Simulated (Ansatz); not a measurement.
All values below come from PBE-D3(BJ)/def2-TZVP run with Ansatz (an electronic-structure program). No frequencies were computed at this level.

Ansatz 0.2 input:
```yaml
crystal:
  periodic: [false, false, false]
  atoms:
    - { symbol: C, position_ang: [-0.495292, -0.852818, 0.284423] }
    - { symbol: C, position_ang: [0.230416, 0.39674, 0.230725] }
    - { symbol: C, position_ang: [0.829711, 1.428635, 0.18638] }
    - { symbol: F, position_ang: [1.478411, 2.545595, 0.13838] }
    - { symbol: H, position_ang: [-0.782745, -1.0701, 1.312095] }
    - { symbol: H, position_ang: [0.131844, -1.66144, -0.088109] }
    - { symbol: H, position_ang: [-1.392341, -0.786608, -0.329476] }
basis:
  gaussian: { orbitals: def2-tzvp }
hamiltonian:
  xc: pbe
  dispersion: d3bj
relax:
  max_steps: 150
```

Output:

```
Functional definition: PBE
828 factors; their error is unknown
mean field evaluation 1: about -5858.4564 eV, gradient 7.0e1 eV
mean field evaluation 2: about -5831.9736 eV, gradient 1.2e2 eV
mean field evaluation 4: about -5869.5176 eV, gradient 9.2e0 eV
mean field evaluation 8: about -5869.7055 eV, gradient 9.3e-2 eV
mean field evaluation 16: about -5869.6851 eV, gradient 5.4e-5 eV
mean field -5869.68507270 eV, -215.7069478064 hartree, gradient 5.4e-5 eV, S^2 0.000000; 0 other end points of the search recorded, 0 dependent functions left out
reference -5869.68510375 eV, -215.7069489475 hartree; 15, 15 occupied and 127, 127 virtual orbitals, 828 factors
relax step   1: F+E_penalty+E_count = -5869.77940219 eV  Δ(F+E_penalty+E_count) = +0.000e0 eV  max|allowed force component| = 1.225e0 eV/Å  Δτ_max = 0.0000 Å  (29 SCF iters, accepted)
these checks for a lower state are left out or cut short: starts, cluster_reference, orbital_swaps, neighbouring_geometries, increment
828 factors; their error is unknown
mean field -5869.70740653 eV, -215.7077685595 hartree, gradient 1.5e-5 eV, S^2 0.000000; 0 other end points of the search recorded, 0 dependent functions left out
reference -5869.70743781 eV, -215.7077697087 hartree; 15, 15 occupied and 127, 127 virtual orbitals, 828 factors
relax step   2: F+E_penalty+E_count = -5869.80119560 eV  Δ(F+E_penalty+E_count) = -2.179e-2 eV  max|allowed force component| = 1.248e-1 eV/Å  Δτ_max = 0.0222 Å  (34 SCF iters, accepted)
these checks for a lower state are left out or cut short: starts, cluster_reference, orbital_swaps, neighbouring_geometries, increment
828 factors; their error is unknown
mean field evaluation 32: about -5869.7087 eV, gradient 1.5e-5 eV
mean field -5869.70872830 eV, -215.7078171336 hartree, gradient 1.5e-5 eV, S^2 0.000000; 0 other end points of the search recorded, 0 dependent functions left out
reference -5869.70875965 eV, -215.7078182857 hartree; 15, 15 occupied and 127, 127 virtual orbitals, 828 factors
relax step   3: F+E_penalty+E_count = -5869.80239929 eV  Δ(F+E_penalty+E_count) = -1.204e-3 eV  max|allowed force component| = 2.593e-2 eV/Å  Δτ_max = 0.0052 Å  (35 SCF iters, accepted)
these checks for a lower state are left out or cut short: starts, cluster_reference, orbital_swaps, neighbouring_geometries, increment
828 factors; their error is unknown
mean field -5869.70874129 eV, -215.7078176110 hartree, gradient 1.5e-5 eV, S^2 0.000000; 0 other end points of the search recorded, 0 dependent functions left out
reference -5869.70877265 eV, -215.7078187633 hartree; 15, 15 occupied and 127, 127 virtual orbitals, 828 factors
relax step   4: F+E_penalty+E_count = -5869.80241382 eV  Δ(F+E_penalty+E_count) = -1.453e-5 eV  max|allowed force component| = 1.126e-2 eV/Å  Δτ_max = 0.0005 Å  (35 SCF iters, accepted)
these checks for a lower state are left out or cut short: starts, cluster_reference, orbital_swaps, neighbouring_geometries, increment
828 factors; their error is unknown
mean field -5869.70874003 eV, -215.7078175645 hartree, gradient 1.5e-5 eV, S^2 0.000000; 0 other end points of the search recorded, 0 dependent functions left out
reference -5869.70877138 eV, -215.7078187168 hartree; 15, 15 occupied and 127, 127 virtual orbitals, 828 factors
relax step   5: F+E_penalty+E_count = -5869.80241623 eV  Δ(F+E_penalty+E_count) = -2.412e-6 eV  max|allowed force component| = 6.608e-4 eV/Å  Δτ_max = 0.0003 Å  (35 SCF iters, accepted)
828 factors; their error is unknown
mean field evaluation 64: about -5869.7283 eV, gradient 3.2e-1 eV
mean field -5869.70874003 eV, -215.7078175645 hartree, gradient 1.5e-5 eV, S^2 0.000000; 1 other end points of the search recorded, 0 dependent functions left out
reference -5869.70877138 eV, -215.7078187168 hartree; 15, 15 occupied and 127, 127 virtual orbitals, 828 factors
Total energy: -5869.80244759 eV, -215.7112612538 hartree
Atom 0 at    -0.493526    -0.849777     0.284292 Å, force     0.000110     0.000190    -0.000010 eV/Å
Atom 1 at     0.237452     0.408854     0.230203 Å, force    -0.000098    -0.000168     0.000015 eV/Å
Atom 2 at     0.843148     1.451771     0.185385 Å, force    -0.000382    -0.000661     0.000018 eV/Å
Atom 3 at     1.490816     2.566955     0.137464 Å, force     0.000373     0.000644    -0.000024 eV/Å
Atom 4 at    -0.794500    -1.089771     1.315031 Å, force     0.000011    -0.000014    -0.000123 eV/Å
Atom 5 at     0.121963    -1.682327    -0.088048 Å, force    -0.000100     0.000058     0.000047 eV/Å
Atom 6 at    -1.405348    -0.805701    -0.329910 Å, force     0.000085    -0.000049     0.000076 eV/Å
Dipole moment:    -0.133254    -0.229443     0.009859 e Å
```

Cost: about 11 core-seconds (a rough figure).
